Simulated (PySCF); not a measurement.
## Electron correlation in S¹²⁺ (sulfur, charge +12)

[He] 2s2, closed-shell 1S. Calculation: PySCF 2.14, in an uncontracted even-tempered set (19 s from 1.8 bohr⁻², ratio 2.2; 9 p from 2.9 bohr⁻², ratio 2.4; 6 d from 8.8 bohr⁻², ratio 2.4; 5 f from 13 bohr⁻², ratio 2.4; 4 g from 20 bohr⁻², ratio 2.4); the spin-free X2C one-electron Hamiltonian (Gaussian nucleus). Frozen: nothing; 4 electrons correlated; the 12 highest virtual orbitals of each spin left out.

```
  level  correlation energy (mhartree)
   CCSD                        -247.26
    (T)                          -0.96
CCSD(T)                        -248.22
```

Diagnostics: T1 = 0.0017, D1 = 0.0035, largest double amplitude 0.136.

Cost of the coupled-cluster step: 31 s of wall time on 1 thread of Neoverse-V2 (shared host), for 4 correlated electrons.
